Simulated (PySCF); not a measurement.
# Property card for `O1CC2(COC2)[C@@H]1CO`

Compound: C6H10O3.
Numbering: `[OH:1][CH2:2][C@@H:3]1[O:4][CH2:5][C:6]12[CH2:7][O:8][CH2:9]2` (hydrogens: H10 on O1; H11, H12 on C2; H13 on C3; H14, H15 on C5; H16, H17 on C7; H18, H19 on C9)

Some functional groups and rings: alcohol and ether.

GFN2-xTB geometry:

* Point group of the GFN2-xTB geometry: C1
* Rotational constants A, B, C of the GFN2-xTB geometry: 3.066, 1.140, 0.967 GHz

PBE0/pcSseg-1 ground state and GIAO shieldings, non-relativistic (PySCF):

- Dipole moment: 1.58 D
- HOMO energy: -7.38 eV
- LUMO energy: 0.98 eV
- HOMO–LUMO gap: 8.36 eV
- Lowest Hirshfeld atomic charge: -0.23 e on O1
- Highest Hirshfeld atomic charge: +0.16 e on H10
- 13C chemical shifts (computed TMS as zero) by class: 89.8 (C3), 83.2 (C7), 81.6 (C5), 77.6 (C9), 69.5 (C2), 44.9 (C6) ppm
- 1H chemical shifts (computed TMS as zero) by class: 4.88 (H17), 4.86 (H15), 4.85 (H16), 4.82 (H19), 4.77 (H14), 4.61 (H13), 4.54 (H18), 3.99 (H11), 3.96 (H12), 1.34 (H10) ppm
- Isotropic shieldings of nuclei other than C and H, by class: 316 (O4), 320 (O1), 335 (O8) ppm
- Mayer bond orders between heavy atoms: O1–C2 0.95, C2–C3 1.01, C3–O4 0.90, O4–C5 0.93, C5–C6 0.99, C6–C7 0.99, C7–O8 0.93, O8–C9 0.93, C6–C3 0.92, C9–C6 1.00

Monoisotopic mass from the formula: 130.0630 u.

The rotational constants make it an asymmetric top with κ = (2B − A − C)/(A − C) = -0.84, nearer the prolate limit (−1). With B = h/(8π²I), that is 505.379 GHz u Å² over I, the principal moments of inertia are 164.8, 443.5 and 522.9 u Å² (most abundant isotopes); the inertial defect Ic − Ia − Ib is -85.4 u Å² (zero for a rigid planar frame, negative otherwise). The dipole equals about 5.3 × 10⁻³⁰ C·m (1 D = 3.33564 × 10⁻³⁰ C·m).

Geometry: GFN2-xTB, one conformer, isolated molecule.

Shape of the structure used: `[OH:1][CH2:2][C@@H:3]1[O:4][CH2:5][C:6]12[CH2:7][O:8][CH2:9]2`: O1–C2–C3–O4 -64°, H–O1–C2–C3 50°.
